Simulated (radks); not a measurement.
The numbers below are computed, except where a source is named.
Q: The mean radii <r> (bohr) of the occupied orbitals of an atom or ion are listed with their occupations. Code: a radial shooting solver on a logarithmic mesh with Libxc functionals. Model: scalar-relativistic Kohn-Sham, SCAN, spin-polarised, spherical densities, finite nucleus; meta-GGA in the generalised Kohn-Sham scheme; Fermi nuclear charge, rms radius of each element as measured or else 0.836 A^(1/3) + 0.57 fm.

| orbital | occ. | <r> |
|---|---|---|
| 1s down | 1 | 0.03344 |
| 1s up | 1 | 0.03344 |
| 2s up | 1 | 0.1456 |
| 2s down | 1 | 0.1455 |
| 2p up | 3 | 0.1270 |
| 2p down | 3 | 0.1270 |
| 3s up | 1 | 0.4016 |
| 3s down | 1 | 0.4016 |
| 3p up | 3 | 0.4024 |
| 3p down | 3 | 0.4024 |
| 3d up | 5 | 0.3841 |
| 3d down | 5 | 0.3841 |
| 4s up | 1 | 1.025 |
| 4s down | 1 | 1.021 |
| 4p up | 3 | 1.133 |
| 4p down | 3 | 1.129 |
| 4d up | 5 | 1.613 |
| 4d down | 2 | 1.671 |

Name the element and its charge.

A: Z = 44, ruthenium, charge +1: Ru+ in [Kr] 4d(up 5, down 2). The 1s radius gives Z: for a bare nucleus <r> = (2 gamma + 1)/(2Z) with gamma = sqrt(1 - (Z/c)^2), 0.03289 bohr for Z = 44, and screening makes it slightly larger (0.03344 here). The occupations add up to 43, and the charge is Z minus that.
